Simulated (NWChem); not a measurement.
All runs are NWChem calculations. System: BBr2, charge -1, spin multiplicity 3, at the geometry of a parent with another charge or spin, in a state set for the comparison that need not be this species' ground state. Its SCF solution wasn't tested for a lower state. Level: UHF/def2-SVPD.

Part of the output:

```
             Northwest Computational Chemistry Package (NWChem) 7.3.0
             --------------------------------------------------------

                                NWChem Input Module
                                -------------------

 Scaling coordinates for geometry "geometry" by  1.889725989
 (inverse scale =  0.529177249)

 Turning off AUTOSYM since
 SYMMETRY directive was detected!

                             Geometry "geometry" -> ""
                             -------------------------

 Output coordinates in angstroms (scale by  1.889725989 to convert to a.u.)

  No.       Tag          Charge          X              Y              Z
 ---- ---------------- ---------- -------------- -------------- --------------
    1 Br                  35.0000     1.67720200     0.00000000     0.05679200
    2 B                    5.0000     0.00000000     0.00000000    -0.79508900
    3 Br                  35.0000    -1.67720200     0.00000000     0.05679200

 Effective nuclear repulsion energy (a.u.)     291.7081191421

            Nuclear Dipole moment (a.u.)
            ----------------------------
        X                 Y               Z
 ---------------- ---------------- ----------------
     0.0000000000     0.0000000000    -0.0000094486

      Symmetry information
      --------------------

 Group name             C2v
 Group number             16
 Group order               4
 No. of unique centers     2

      Symmetry unique atoms

     1    2


 Summary of "ao basis" -> "" (spherical)
 ------------------------------------------------------------------------------
       Tag                 Description            Shells   Functions and Types
 ---------------- ------------------------------  ------  ---------------------
 *                         def2-svpd                  on all atoms

 Summary of "ao basis" -> "ao basis" (spherical)
 ------------------------------------------------------------------------------
       Tag                 Description            Shells   Functions and Types
 ---------------- ------------------------------  ------  ---------------------
 Br                        def2-svpd                15       41   6s5p4d
 B                         def2-svpd                 8       20   4s2p2d

                                 NWChem SCF Module
                                 -----------------

  ao basis        = "ao basis"
  functions       =   102
  atoms           =     3
  alpha electrons =    39
  beta  electrons =    37
  charge          =  -1.00
  wavefunction    = UHF
  use symmetry    = T
  symmetry adapt  = T

 Summary of "ao basis" -> "ao basis" (spherical)
 ------------------------------------------------------------------------------
       Tag                 Description            Shells   Functions and Types
 ---------------- ------------------------------  ------  ---------------------
 Br                        def2-svpd                15       41   6s5p4d
 B                         def2-svpd                 8       20   4s2p2d

      Symmetry analysis of basis
      --------------------------

        a1         38
        a2         15
        b1         32
        b2         17

 Forming initial guess at       0.0s

   Symmetry analysis of molecular orbitals - initial alpha
   -------------------------------------------------------

  Numbering of irreducible representations:

     1 a1          2 a2          3 b1          4 b2

  Orbital symmetries:

     1 b1          2 a1          3 b1          4 a1          5 b1
     6 a1          7 a1          8 b1          9 a2         10 b2
    11 b1         12 a1         13 a1         14 b1         15 a1
    16 a1         17 b1         18 a2         19 b2         20 b1
    21 a1         22 a1         23 b1         24 b2         25 a2
    26 a2         27 b2         28 b1         29 a1         30 a1
    31 b1         32 a1         33 b1         34 b2         35 a1
    36 a2         37 b1         38 a1         39 b2         40 a1
    41 b1         42 a1         43 b2         44 a1         45 a2
    46 b1         47 a1         48 b1         49 a1

   Symmetry analysis of molecular orbitals - initial beta
   ------------------------------------------------------
[...]
   102     -0.309605  3 Br d  2               5     -0.199410  1 Br s

 Vector   42  Occ=0.000000D+00  E= 2.358391D-01  Symmetry=a1
              MO Center=  5.2D-15, -7.6D-16, -3.4D-01, r^2= 1.7D+01
   Bfn.  Coefficient  Atom+Function         Bfn.  Coefficient  Atom+Function
  ----- ------------  ---------------      ----- ------------  ---------------
    45      1.090769  2 B  s                 21      0.890382  1 Br pz
    82      0.890382  3 Br pz                 6     -0.844217  1 Br s
    67     -0.844217  3 Br s                 51     -0.772316  2 B  pz
    61      0.736857  2 B  d  2              59     -0.725948  2 B  d  0
    19     -0.609532  1 Br px                80      0.609532  3 Br px

                     UHF Final Beta Molecular Orbital Analysis
                     -----------------------------------------

 Vector   35  Occ=1.000000D+00  E=-2.532932D-01  Symmetry=b2
              MO Center=  6.5D-14, -6.2D-16,  1.3D-02, r^2= 4.1D+00
   Bfn.  Coefficient  Atom+Function         Bfn.  Coefficient  Atom+Function
  ----- ------------  ---------------      ----- ------------  ---------------
    17      0.398164  1 Br py                78      0.398164  3 Br py
    14      0.350715  1 Br py                75      0.350715  3 Br py
    11     -0.233253  1 Br py                72     -0.233253  3 Br py

 Vector   36  Occ=1.000000D+00  E=-2.236131D-01  Symmetry=a2
              MO Center=  7.0D-16, -1.7D-14,  4.2D-02, r^2= 4.4D+00
   Bfn.  Coefficient  Atom+Function         Bfn.  Coefficient  Atom+Function
  ----- ------------  ---------------      ----- ------------  ---------------
    17      0.427991  1 Br py                78     -0.427991  3 Br py
    14      0.369489  1 Br py                75     -0.369489  3 Br py
    11     -0.245197  1 Br py                72      0.245197  3 Br py

 Vector   37  Occ=1.000000D+00  E=-2.177049D-01  Symmetry=b1
              MO Center= -5.3D-13,  1.1D-14,  2.1D-05, r^2= 4.6D+00
   Bfn.  Coefficient  Atom+Function         Bfn.  Coefficient  Atom+Function
  ----- ------------  ---------------      ----- ------------  ---------------
    18      0.334546  1 Br pz                79     -0.334546  3 Br pz
    15      0.288245  1 Br pz                76     -0.288245  3 Br pz
    16     -0.279401  1 Br px                77     -0.279401  3 Br px
    13     -0.242332  1 Br px                74     -0.242332  3 Br px
    12     -0.190734  1 Br pz                73      0.190734  3 Br pz

 Vector   38  Occ=0.000000D+00  E= 1.862086D-01  Symmetry=a1
              MO Center=  8.6D-15, -1.3D-16,  1.5D+00, r^2= 1.9D+01
   Bfn.  Coefficient  Atom+Function         Bfn.  Coefficient  Atom+Function
  ----- ------------  ---------------      ----- ------------  ---------------
    45      7.212616  2 B  s                  6     -3.374585  1 Br s
    67     -3.374585  3 Br s                 19      1.480997  1 Br px
    80     -1.480997  3 Br px                21      1.413232  1 Br pz
    82      1.413232  3 Br pz                44      0.733401  2 B  s
    61      0.457987  2 B  d  2              59     -0.418072  2 B  d  0

 Vector   39  Occ=0.000000D+00  E= 2.009611D-01  Symmetry=b1
              MO Center= -1.6D-14, -3.0D-16,  6.4D-01, r^2= 2.4D+01
   Bfn.  Coefficient  Atom+Function         Bfn.  Coefficient  Atom+Function
  ----- ------------  ---------------      ----- ------------  ---------------
     6      2.197157  1 Br s                 67     -2.197157  3 Br s
    19     -2.046013  1 Br px                80     -2.046013  3 Br px
    49     -0.674962  2 B  px                21     -0.448410  1 Br pz
    82      0.448410  3 Br pz                41      0.316097  1 Br d  2
   102     -0.316097  3 Br d  2               5     -0.214626  1 Br s

 Vector   40  Occ=0.000000D+00  E= 2.358774D-01  Symmetry=a1
              MO Center=  8.2D-14, -3.1D-14, -1.0D+00, r^2= 1.4D+01
   Bfn.  Coefficient  Atom+Function         Bfn.  Coefficient  Atom+Function
  ----- ------------  ---------------      ----- ------------  ---------------
    44     -1.128890  2 B  s                  6      1.109778  1 Br s
    67      1.109778  3 Br s                 21     -1.005157  1 Br pz
    82     -1.005157  3 Br pz                45     -0.839643  2 B  s
    59      0.642526  2 B  d  0              61     -0.578707  2 B  d  2
    51      0.497802  2 B  pz                39      0.195519  1 Br d  0

 center of mass
 --------------
 x =   0.00000000 y =   0.00000000 z =   0.00358223

 moments of inertia (a.u.)
 ------------------
          26.692340263258           0.000000000000           0.000000000000
           0.000000000000        1632.283121203481           0.000000000000
           0.000000000000           0.000000000000        1605.590780940224

  Mulliken analysis of the total density
  --------------------------------------

    Atom       Charge   Shell Charges
 -----------   ------   -------------------------------------------------------
    1 Br  35    35.54   2.00  2.00  2.00  1.33  0.61  0.01  6.00  5.99  2.32  3.01  0.19  8.23  1.73  0.08  0.05
    2 B    5     4.92   1.99  0.76  0.10  0.05  1.51  0.45  0.07 -0.00
    3 Br  35    35.54   2.00  2.00  2.00  1.33  0.61  0.01  6.00  5.99  2.32  3.01  0.19  8.23  1.73  0.08  0.05

  Mulliken analysis of the alpha density
  --------------------------------------

    Atom       Charge   Shell Charges
 -----------   ------   -------------------------------------------------------
    1 Br  35    17.75   1.00  1.00  1.00  0.67  0.30 -0.01  3.00  2.99  1.17  1.48  0.08  4.11  0.87  0.05  0.04
    2 B    5     3.49   1.00  0.51  0.17  0.08  1.20  0.49  0.04  0.02
    3 Br  35    17.75   1.00  1.00  1.00  0.67  0.30 -0.01  3.00  2.99  1.17  1.48  0.08  4.11  0.87  0.05  0.04

   Mulliken analysis of the beta density
   -------------------------------------

    Atom       Charge   Shell Charges
 -----------   ------   -------------------------------------------------------
    1 Br  35    17.79   1.00  1.00  1.00  0.66  0.31  0.02  3.00  2.99  1.15  1.53  0.11  4.11  0.87  0.03  0.01
    2 B    5     1.42   0.99  0.25 -0.08 -0.03  0.31 -0.04  0.04 -0.02
    3 Br  35    17.79   1.00  1.00  1.00  0.66  0.31  0.02  3.00  2.99  1.15  1.53  0.11  4.11  0.87  0.03  0.01

   Mulliken analysis of the spin density
   -------------------------------------

    Atom       Charge   Shell Charges
 -----------   ------   -------------------------------------------------------
    1 Br  35    -0.04   0.00  0.00  0.00  0.00 -0.01 -0.03  0.00  0.00  0.02 -0.05 -0.03  0.00  0.00  0.02  0.04
    2 B    5     2.07   0.00  0.26  0.25  0.11  0.89  0.53 -0.00  0.03
    3 Br  35    -0.04   0.00  0.00  0.00  0.00 -0.01 -0.03  0.00  0.00  0.02 -0.05 -0.03  0.00  0.00  0.02  0.04

       Multipole analysis of the density wrt the origin
       ------------------------------------------------

     L   x y z        total         alpha         beta         nuclear
     -   - - -        -----         -----         ----         -------
     0   0 0 0     -1.000000    -39.000000    -37.000000     75.000000

     1   1 0 0     -0.000000     -0.000000     -0.000000      0.000000
     1   0 1 0      0.000000      0.000000      0.000000      0.000000
     1   0 0 1      0.618766      2.155533     -1.536758     -0.000009

     2   2 0 0    -44.155625   -376.894629   -370.440907    703.179911
     2   1 1 0      0.000000      0.000000      0.000000      0.000000
     2   1 0 1      0.000000      0.000000      0.000000      0.000000
     2   0 2 0    -36.843857    -21.028550    -15.815307      0.000000
     2   0 1 1     -0.000000     -0.000000      0.000000      0.000000
     2   0 0 2    -38.309035    -31.578243    -18.824578     12.093787

 Task  times  cpu:        1.7s     wall:        1.7s

 Total times  cpu:        1.7s     wall:        1.7s
```

Problem. Write an NWChem input that would produce this output.

Solution. Several could match; the one computed here: 
```
start mol
memory heap 200 mb stack 900 mb global 1100 mb
charge -1
geometry units angstroms nocenter noautoz
  Br     1.677202     0.000000     0.056792
  B      0.000000     0.000000    -0.795089
  Br    -1.677202     0.000000     0.056792
  symmetry group C2v
end
basis spherical
  * library def2-svpd
end
scf
  uhf
  nopen 2
  maxiter 100
  thresh 1e-7
  semidirect memsize 60000000 filesize 0
  # guess.movecs holds the orbitals of an unrestricted PBE0 run
  vectors input guess.movecs output mol.movecs
end
task scf energy
```
